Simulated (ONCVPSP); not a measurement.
Before and after: ONCV potential for sulfur

- Element: S (Z = 16)
- Generator: ONCVPSP 4.0.1
- Type: optimised norm-conserving Vanderbilt (ONCV)
- Functional: BLYP
- Relativity: non-relativistic
- Frozen core: [He]
- Valence charge: 14
- Reference configuration: 2s2 2p6 3s1.75 3p4.25
- Partial waves: 2s+3s: rc 0.80 bohr, ncon 4, nbas 7, qcut 13 1/bohr, 3 projectors, debl 1.2 Ha; 2p+3p: rc 0.95 bohr, ncon 3, nbas 8, qcut 16.8 1/bohr, 2 projectors
- Local potential: polynomial inside 0.60 bohr (lpopt 5, dvloc0 0 Ha)
- Core correction: Teter function, fcfact 4, rcfact 1.6

Change: all radii but the core radius scaled by about 1.28 (s 1.02, p 1.22 bohr); local potential polynomial inside 0.76 bohr (lpopt 5, dvloc0 0 Ha).

Cutoffs: the cutoffs (Ha) at which the residual kinetic energy of the hardest occupied pseudo-wave falls to 1 and 0.1 mHa per electron; they do not see the model core or the augmentation charge, which bear on the density cutoff. Errors are all-electron minus pseudo energies relative to the spin-unpolarised reference configuration.

**Question.** How do hardness, ghosts and transferability respond?

**Answer.** The potential gets softer (103 Ha and 116 Ha → 83 Ha and 95 Ha); the bound ghost in s disappears; of the 4 tests that both files solve, the error grows in 1 and shrinks in 0 by more than 15 % and 0.3 meV (median size 2.2 → 2.4 meV). A larger radius leaves more room for a smooth pseudo-wave, so fewer plane waves are needed.

| quantity | base | changed |
| --- | --- | --- |
| cutoff, loose | 103 Ha | 83 Ha |
| cutoff, tight | 116 Ha | 95 Ha |
| loose cutoff by channel | s 41 Ha, p 103 Ha | s 47 Ha, p 83 Ha |
| bound ghosts | s | none |
| GHOST(+) flags under 300 eV | none | none |
| error for 2s2 2p6 3s2 3p4, meV [ΔE -2.53 eV] | -0.1 | -0.1 |
| error for 2s2 2p6 3s2 3p3, meV [ΔE 9.10 eV] | +0.5 | +0.7 |
| error for 2s2 2p6 3s2 3p2, meV [ΔE 31.25 eV] | +3.9 | +4.2 |
| error for 2s2 2p5 3s2 3p4, meV [ΔE 171.24 eV] | +1219 | +2025 |
| rms error of d²Exc/dni dnj with the model core, mHa | 2.46 | 2.54 |

 A true bound ghost makes a file unfit for plane-wave use even where its test errors are small: the radial tests pick states by their node count and pass the ghost by.
